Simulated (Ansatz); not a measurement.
Ansatz (an electronic-structure program) input:

Ansatz 0.2 input:
```yaml
crystal:
  periodic: [false, false, false]
  atoms:
    - {symbol: B, position_ang: [0.04931915, -0.48223396, 0.28401659]}
    - {symbol: C, position_ang: [1.37529055, 0.10114725, -0.25806618]}
    - {symbol: C, position_ang: [-1.39579801, 0.04806745, 0.13300549]}
    - {symbol: H, position_ang: [1.71339043, 0.83306165, 0.49077754]}
    - {symbol: H, position_ang: [2.18486416, -0.62307284, -0.35937312]}
    - {symbol: H, position_ang: [1.26105037, 0.64796100, -1.20309221]}
    - {symbol: H, position_ang: [-1.56806396, 0.59376973, -0.80383161]}
    - {symbol: H, position_ang: [-1.54077674, 0.77072855, 0.95002400]}
    - {symbol: H, position_ang: [-2.17401524, -0.70656654, 0.25577656]}
basis:
  gaussian:
    orbitals: aug-cc-pVDZ
magnetization: {spin_polarized: true, initial_magnetization: 1}
correlation: {method: ccsd_t, electrons: outside_noble_gas}
output: {forces: true}
```

**Question.** What final total energy does it print?

**Answer.** -104.29094 Eh (CCSD(T)/aug-cc-pVDZ). The basis has 123 functions.

It need not be the lowest isomer of its formula.
